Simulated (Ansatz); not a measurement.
**Which method gave which barrier?**

Saddle point of Si$_{2}$H$_{6}$Cl$_{2}$OF$_{2}$, singlet (Si₂H₃Cl₂F ([F][Si]([SiH3])([Cl])[Cl]) + H₂O + HF → SiCl₂F₂ ([F][Si]([F])([Cl])[Cl]) + SiH₄ + H₂O; bonds formed: Si1–F7, Si2–H8, H6–O9; bonds broken: Si1–Si2, H6–F7, H8–O9), PBE0-D4/def2-TZVP structure:

```
atom    x (Å)    y (Å)    z (Å)
 Si1  -0.6996  -0.8210   0.5870
 Si2  -0.0128   0.1953  -1.6039
 Cl3   0.0178  -2.5799  -0.4179
 Cl4  -2.6321  -1.4765   0.7884
  F5   0.2756  -1.0298   1.8638
  H6   0.4579   1.4917   1.3441
  F7  -1.1126   0.7421   1.1249
  H8   0.8428   0.6025   0.0846
  O9   1.3275   1.2762   0.9222
 H10  -1.3387  -0.2753  -2.0823
 H11   0.0245   1.6762  -1.7987
 H12   1.0994  -0.4448  -2.3398
 H13   1.7502   0.6432   1.5275
```

Ansatz 0.2.0; basis: def2-TZVPP, with def2-QZVPP for the basis limit; cores frozen in the correlated methods. Extrapolation: Hartree–Fock as exp(−7.88 √X), correlation as X^−2.97. Four methods, as single points on the PBE0-D4 structures, gave these electronic barriers from the start structure: 138.2, 156.2, 181.5, 264.3 kJ/mol.

(1) The methods were, in alphabetical order, CCSD(T), HF, PBE-D4, PBE0-D4. Which gave which? (A judgement: the text doesn't fix the answer.)

No T1 diagnostic of these runs exceeds 0.012.

## Answers

(1) Computed: PBE-D4 138.2; PBE0-D4 156.2; CCSD(T) 181.5; HF 264.3 kJ/mol. For comparison, CCSD(T) at an estimated basis limit (MP2 extrapolated from triple and quadruple zeta, plus CCSD(T) − MP2 in triple zeta) gives 175.9 kJ/mol.

Labels in which every atom is bracketed show which atoms are joined, not bond orders.

For scale, one of the runs: CCSD(T)/def2-TZVPP, 345 basis functions, launched by `ansatz run in.yaml --threads 4 --pin off --events-out ev --progress --plain --max-ram 66560MiB --backend cuda --devices 0, --max-vram 37GiB`. Time: 14 s of wall clock on 4 CPU threads of an AMD EPYC 7R13 and a share of one NVIDIA H100; the host was shared. Peak host memory: 0.85 GiB.
